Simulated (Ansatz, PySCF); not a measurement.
O₄Pt, SMILES [O]=[Pt+2](=[O])(=[O])=[O], charge +2, multiplicity 1. Atoms are numbered in the order given.

```xyz
5

Pt     0.0000     0.0000     0.0000
O      0.9944     0.9944     0.9944
O     -0.9944     0.9944    -0.9944
O     -0.9944    -0.9944     0.9944
O      0.9944    -0.9944    -0.9944
```
Charge +2, spin multiplicity 1.

The structure is a stationary point at B3LYP-D3(BJ)/def2-SVP. The spin state was assumed, not searched. The def2 effective core potentials stand for the cores of Pt; spin–orbit coupling is left out.

Vertical ionisation energy (IE) and electron affinity (EA) in eV. Rows of orbital energies are one-electron estimates. Where ΔSCF, EOM or ADC give a negative EA the extra electron is unbound and the value depends on the basis.

| level | IE | EA |
|---|---|---|
| −ε(HOMO), −ε(LUMO), PBE0/def2-TZVP (PySCF) | 24.95 | 21.08 |
| −ε(HOMO), −ε(LUMO), PBE/def2-TZVP (PySCF) | 23.44 | 21.28 |

Problem. What vertical singlet–triplet gap does ΔSCF give with PBE/def2-SVPD (Ansatz, a program for electronic structure)? (An estimate is asked for; the answer gives what the named calculation found.)

Solution. 1.45 eV (triplet above singlet where positive).
